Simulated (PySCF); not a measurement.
C10H6S3, SMILES c12sccc1sc(c2)-c1ccsc1, GFN2-xTB optimised geometry.

```
19

C      1.72    -3.40     0.00
C      0.69    -2.53     0.00
C      1.12    -1.17     0.00
C      0.24    -0.03     0.00
C     -1.13    -0.03     0.00
C     -1.65     1.27     0.00
S     -3.24     1.95     0.00
C     -2.57     3.55     0.00
C     -1.22     3.58     0.00
C     -0.69     2.27     0.00
S      0.90     1.59     0.00
C      2.49    -1.08     0.00
S      3.25    -2.61     0.00
H      1.68    -4.47     0.00
H     -0.34    -2.82     0.00
H     -1.74    -0.92     0.00
H     -3.25     4.38     0.00
H     -0.63     4.47     0.00
H      3.09    -0.19     0.00
```

Density from B3LYP/def2-SVP in PySCF 2.14.0 at that geometry.

Minimum of the electron density along straight lines between bonded atoms, close to the bond critical point (lines longer than 1.1 times the sum of covalent radii, or with two minima, are not listed):

```csv
bond,length / Å,ρ at the minimum / e bohr⁻³,∇²ρ there / e bohr⁻⁵,position (fraction from the first atom)
C1–C2,1.352,0.329,-0.85,0.51
C2–C3,1.427,0.290,-0.70,0.50
C3–C4,1.439,0.283,-0.70,0.49
C4–C5,1.369,0.319,-0.79,0.51
C5–C6,1.404,0.298,-0.73,0.49
C6–S7,1.729,0.212,-0.46,0.48
S7–C8,1.733,0.212,-0.45,0.53
C8–C9,1.357,0.325,-0.82,0.51
C6–C10,1.390,0.312,-0.77,0.50
C9–C10,1.409,0.295,-0.72,0.49
C4–S11,1.756,0.204,(withheld),0.47
C10–S11,1.727,0.212,-0.47,0.48
C3–C12,1.369,0.319,-0.80,0.49
C1–S13,1.722,0.216,-0.47,0.47
C12–S13,1.712,0.220,-0.49,0.47
C1–H14,1.072,0.287,-1.12,0.64
C2–H15,1.074,0.285,-1.10,0.63
C5–H16,1.074,0.285,-1.10,0.63
C8–H17,1.072,0.287,-1.12,0.64
C9–H18,1.074,0.285,-1.11,0.64
C12–H19,1.072,0.286,-1.11,0.64
```

Question: Complete the blanks.

Answer: 
- C4–S11, ∇²ρ there / e bohr⁻⁵: -0.41
